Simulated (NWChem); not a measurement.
Species: C₂H₉NSi; SMILES C[C@@H](N)[SiH3]

```xyz
13

C     -1.2221     1.2299     0.1027
C      0.0177     0.5003    -0.3975
N      1.2212     1.1627     0.1083
Si    -0.0062    -1.3622     0.0250
H     -1.1553     2.3003    -0.1487
H     -1.3184     1.1530     1.1991
H     -2.1431     0.8204    -0.3398
H      0.0385     0.5847    -1.4995
H      2.0645     0.7305    -0.2649
H      1.2774     1.0736     1.1229
H      1.2363    -2.0040    -0.5125
H      0.0060    -1.5148     1.5164
H     -1.1935    -2.0974    -0.5203
```
Atoms are numbered in this order, from 1.

Level: PBE0/def2-SVP (NWChem), optimised geometry, unscaled harmonic frequencies. 

| frequency (cm⁻¹) | IR intensity (km/mol) |
|---|---|
| 168 | 1.0 |
| 215 | 2.3 |
| 238 | 0.2 |
| 264 | 39.7 |
| 295 | 7.2 |
| 395 | 13.9 |
| 572 | 10.9 |
| 630 | 21.8 |
| 708 | 26.5 |
| 856 | 286.9 |
| 920 | 121.9 |
| 927 | 50.4 |
| 940 | 36.2 |
| 945 | 36.6 |
| 997 | 4.9 |
| 1036 | 8.4 |
| 1151 | 5.5 |
| 1225 | 13.7 |
| 1263 | 3.3 |
| 1365 | 1.5 |
| 1396 | 3.6 |
| 1456 | 7.2 |
| 1475 | 6.2 |
| 1630 | 25.6 |
| 2206 | 83.0 |
| 2212 | 126.7 |
| 2216 | 127.8 |
| 3043 | 19.6 |
| 3052 | 13.4 |
| 3132 | 18.8 |
| 3154 | 12.0 |
| 3523 | 0.7 |
| 3613 | 3.0 |

The zero-point energy is 67.5 kcal/mol and the thermal correction to the enthalpy at 298.15 K (with zero-point energy) is 72.2 kcal/mol. The heat capacity Cv comes out as 23.4 cal/(mol K) and the entropy at 298.15 K and 1 atm (symmetry number 1) is 77.0 cal/(mol K). The dipole moment is 0.30 D.

Rigid rotor and harmonic oscillator.
